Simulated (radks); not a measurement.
Numerical settings for the technetium ion Tc14+, [Ar] 3d10 4s1. Calculated with a radial shooting solver on a logarithmic mesh with Libxc functionals: Dirac Kohn-Sham, PBE, spin-unpolarised, spherical densities, finite nucleus; Fermi nuclear charge, rms radius 4.4112 fm. The defaults (mesh step 0.008 in ln r, mesh end at 40 bohr or more with all orbitals vanishing there, Anderson mixing 0.5 over 9 steps, residual threshold near 1e-9 with the energy settled to 1e-9 hartree or 1e-11 of itself, here a cap of 54 iterations) give E = -4217.8932 hartree and 4s1/2 at -328.21 eV in 13 iterations. Run on one thread of a shared host, so times are rough (Arm Neoverse V2): 0.07 s of CPU time, 0.07 s wall, 13 iterations on 2189 mesh points. Changes against that run (0 stands for a change within the tolerance of the run):

setting                    iterations  converged  E (mhartree)  e(4s1/2) (meV)  CPU (s)
mesh step in ln r 0.003            15        yes             0               0     0.19
mesh step in ln r 0.05             13        yes      +0.00794          +0.158     0.02
mesh step in ln r 0.02             13        yes             0               0     0.03
mesh end (bohr) 1                  14        yes     +9.85e+03       +2.05e+05     0.06
mesh end (bohr) 400                13        yes             0               0     0.07
residual threshold 0.001            9        yes             0         -0.0439     0.06
residual threshold 1e-16           54         no             0               0     0.15
mixing 0.01                        23        yes             0               0     0.11
linear mixing, mixing 0.8          21        yes             0               0     0.09
linear mixing, mixing 0.2          54         no             0          -0.559     0.22
mixing history 20                  20        yes             0               0     0.09
iteration cap 5                     5         no       +0.0475            -124     0.03

Settings that end as converged yet miss the energy by more than 1 mhartree: mesh end (bohr) 1 (+9.85 hartree). A mesh that ends early acts as a hard wall.
